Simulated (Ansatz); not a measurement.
A structure relaxed at PBE0-D4/def2-SVP in Ansatz, charge 0, singlet:

Cartesian coordinates in Å:
```
Pt -0.172 0.684 1.417
Pt -0.457 0.940 -1.188
Pt -0.665 -1.434 -0.068
Si 1.294 -0.189 -0.161
```

Problem. Give its formula and point group.

Solution. SiPt₃ (the lowest singlet isomer of a short search). Point group C3v (tolerance 0.1 Å).

Problem. Summarise the bond lengths by kind (pairs closer than 1.2 times the sum of covalent radii, bridged metal pairs left out).

Solution. 3 × Pt–Pt 2.63 Å; 3 × Pt–Si 2.32 Å.

In the def2 sets Pt takes a core potential; there is no spin–orbit coupling. The restricted singlet is unstable towards broken spin symmetry at other levels; at PBE0-D4/def2-SVP this wasn't settled. The structure comes from a short search, and lower isomers may exist.
